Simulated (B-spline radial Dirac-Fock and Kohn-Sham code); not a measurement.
# Ionisation energies of niobium ions, computed and tabulated

Method: Dirac-Fock (average of configuration) total-energy differences with a finite nucleus, the Breit interaction including its frequency dependence, and self-energy and vacuum-polarisation corrections. Computed with a radial finite-basis atomic code. Each value is the difference of the configuration-average energies of two neighbouring ions in their tabulated ground configurations. The model has no electron correlation. NIST's values refer to the lowest levels; many for high charge states are themselves semi-empirical or theoretical. Where a p, d or f shell is open in either ion the computed value averages over both j values and all terms, while the table refers to the lowest levels; that difference holds spin-orbit splitting (largest in heavy or highly charged ions), term energies where several electrons share open shells, and correlation, and it can reach 10 % or more.

```csv
ion,configuration,computed (eV),NIST (eV),kind,NIST − computed (eV)
Nb¹⁹⁺,[Ar] 3d4,811.7,816 ± 4,theoretical,+4.29
Nb²⁰⁺,[Ar] 3d3,872.2,877 ± 4,theoretical,+4.85
Nb²¹⁺,[Ar] 3d2,934.2,940 ± 4,theoretical,+5.81
Nb²²⁺,[Ar] 3d1,997.8,1000 ± 4,theoretical,+2.18
Nb²³⁺,[Ne] 3s2 3p6,1182.6,1176 ± 4,semi-empirical,-6.58
Nb²⁴⁺,[Ne] 3s2 3p5,1241.2,1230.6 ± 1.3,semi-empirical,-10.59
Nb²⁵⁺,[Ne] 3s2 3p4,1300.7,1293.7 ± 1.8,semi-empirical,-7.00
Nb²⁶⁺,[Ne] 3s2 3p3,1361.1,1368 ± 5,semi-empirical,+6.89
Nb²⁷⁺,[Ne] 3s2 3p2,1422.4,1439 ± 3,semi-empirical,+16.58
Nb²⁸⁺,[Ne] 3s2 3p1,1484.6,1488 ± 7,semi-empirical,+3.38
Nb²⁹⁺,[Ne] 3s2,1619.9,1625.9 ± 2.3,semi-empirical,+5.98
Nb³⁰⁺,[Ne] 3s1,1684.2,1684.97 ± 0.05,semi-empirical,+0.77
Nb³¹⁺,[He] 2s2 2p6,4047.6,4020.1 ± 2.2,semi-empirical,-27.49
Nb³²⁺,[He] 2s2 2p5,4220.9,4187 ± 7,semi-empirical,-33.86
```

Q: Where in this range is the largest relative jump, and why?

A: From Nb³⁰⁺ (1684.2 eV) to Nb³¹⁺ (4047.6 eV), a factor of 2.40. The configuration goes from [Ne] 3s1 to [He] 2s2 2p6, so the next electron comes out of a deeper subshell.
